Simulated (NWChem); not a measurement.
Species: C$_{5}$H$_{5}$FSi; SMILES C([SiH3])(C#C)=C=CF

```xyz
12

C     -2.2242    -2.0050     0.1259
C     -1.2788    -1.2549     0.0253
C     -0.1047    -0.4491    -0.0819
Si     1.5753    -1.3278     0.0805
C     -0.1477     0.8549    -0.2836
C     -0.1467     2.1389    -0.5189
F     -0.1601     3.0680     0.4675
H     -3.0765    -2.6399     0.2117
H      1.6954    -2.3623    -0.9799
H      2.6561    -0.3218    -0.0637
H      1.6631    -1.9898     1.4076
H     -0.1389     2.5821    -1.5105
```
Atoms are numbered in this order, from 1.

Results from NWChem. Medium grid unless said otherwise, to which SCAN and Minnesota functionals are sensitive. Coordinates come from a B3LYP/6-31G* (spherical d) optimisation. Total energies of different functionals are on different scales.

```tsv
level	energy (Ha)	highest occupied level (eV)	orbital gap (eV)	dipole (D)
PBE/def2-SVP	-581.9170	-6.18	3.69	1.30
B3LYP/def2-SVP	-582.4356	-7.24	5.47	1.47
PW6B95/def2-SVP	-583.0280	-7.60	6.06	1.52
LDA (Slater exchange, VWN5)/def2-SVP	-578.8354	-6.34	3.63	1.39
M06-2X/def2-SVP	-582.2725	[?]	[?]	[?]
r2SCAN/def2-SVP	-582.2200	-6.51	4.06	1.44
```

Q: Fill in the missing entries.

A: 
- M06-2X/def2-SVP, highest occupied level (eV): -8.69
- M06-2X/def2-SVP, orbital gap (eV): 7.91
- M06-2X/def2-SVP, dipole (D): 1.60
